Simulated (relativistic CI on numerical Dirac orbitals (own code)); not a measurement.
# Hyperfine structure of Pb56+, mass number 207

Method of calculation: Dirac-Coulomb-Breit CI, KLI orbitals optimised for each configuration, QED by a radiative potential, unscaled Slater integrals (own radial code, finite nucleus).

Configuration list (outside the closed core [Ne]): 3s²3p⁶3d⁸, 3s²3p⁵3d⁹, 3s²3p⁴3d¹⁰, 3s3p⁶3d⁹, 3p⁶3d¹⁰, 3s3p⁵3d¹⁰, 3s²3p⁶3d⁷4s, 3s²3p⁶3d⁷4p, 3s²3p⁴3d⁹4s, 3s²3p⁶3d⁷4d, 3s²3p⁴3d⁹4p, 3s²3p⁵3d⁸4s, 3s²3p⁶3d⁷4f, 3s²3p⁴3d⁹4d, 3s3p⁵3d⁹4s, 3s²3p⁵3d⁸4p. Levels of other configurations are missing.

Nuclear spin I = 1/2, μ = 0.5906 μN (tables of Stone and Pyykkö). The electronic factors are computed for point nuclear moments, without core polarisation or the Bohr-Weisskopf and QED corrections.

```tsv
Level	E (Ry)	A (GHz)
3s²3p⁶3d⁸ ³F4	0.0000	65.41
3s²3p⁶3d⁸ ³F3	7.9471	96.79
3s²3p⁶3d⁸ ³P2	8.7569	75.6
3s²3p⁶3d⁸ ¹G4	9.1820	106.2
3s²3p⁶3d⁸ ³P1	9.2165	-13.67
3s²3p⁶3d⁸ ³F2	16.4933	170.6
3s²3p⁵3d⁹ ³F°4	38.6245	164.1
3s²3p⁵3d⁹ ¹D°2	39.4571	92.44
```

Levels with J = 0, under 50 % of one LS term, or S terms without an open s electron are left out. Small factors come from cancelling terms and can be off by tens of per cent or more.

At this charge energies of transitions that change n are usually good to better than 1 %, and those within a shell (Δn = 0) to a few per cent.

(1) Give the hyperfine levels of 3s²3p⁶3d⁸ ³F4 relative to its centre of gravity.

## Answers

(1) With K = F(F + 1) − I(I + 1) − J(J + 1), E = AK/2: F = 7/2: -163.5, F = 9/2: 130.8 GHz.

LS names give the leading component of a level, which can be under half, so a name can repeat, a term be missing and a line seem to break the LS rules.
